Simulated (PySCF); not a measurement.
Run record: geometry optimisation, `FC[SiH2][Te][SiH3]`.

Method: PBE0-D3(BJ)/def2-SVP geometry optimisation, gas phase, def2 core potentials past Kr (PySCF 2.14.0). Start geometry: GFN2-xTB. A driver script takes a list of jobs; this job's settings line and coordinates (Å) are shown.

Input:
```
{"job": {"xc": "PBE0", "basis": "def2-SVP", "d3": "d3bj", "grid": 1, "maxiter": 30, "shake": 0.01, "kind": "geom"}, "charge": 0, "multiplicity": 1}
F     -1.608730    -1.079730     0.243230
C     -1.470290    -0.074680    -0.721230
Si    -0.750460     1.501370     0.081270
Te     0.817530     0.823580     1.924190
Si     1.870870    -1.073370     0.685200
H     -2.449620     0.099810    -1.168850
H     -0.791730    -0.492920    -1.478090
H     -1.802770     2.294470     0.653410
H     -0.129020     2.262540    -0.991350
H      0.967730    -2.175890     0.425600
H      2.931530    -1.516020     1.587300
H      2.454670    -0.597440    -0.558200
```

Estimate the output.

```
step   0  E = -988.51353628  max force = 0.022169
step   1  E = -988.51897861  max force = 0.004162
step   2  E = -988.51920198  max force = 0.000963
step   3  E = -988.51929368  max force = 0.000839
step   4  E = -988.51936926  max force = 0.001539
step   5  E = -988.51941804  max force = 0.001244
step   6  E = -988.51944660  max force = 0.000622
step   7  E = -988.51945247  max force = 0.000330
optimisation converged
```

Energies in Eh; «max force» is the largest Cartesian gradient component in Eh/bohr.

Give the first gradient maximum in eV/Å.

With 1 Eh/bohr = 51.422 eV/Å, 1.140 eV/Å.

How much energy does the optimisation release, in eV?

E(step 0) − E(last step) = 0.005916 Eh, which is 0.161 eV.

Main results: final energy -988.51945 Eh after 7 steps; dipole 1.81 D.

Time: 92 s wall; peak memory 0.54 GiB. Hardware: one thread of an Arm Neoverse N1, on a shared host.
Labels such as C1 count atoms from 1, the log's own numbers from 0.
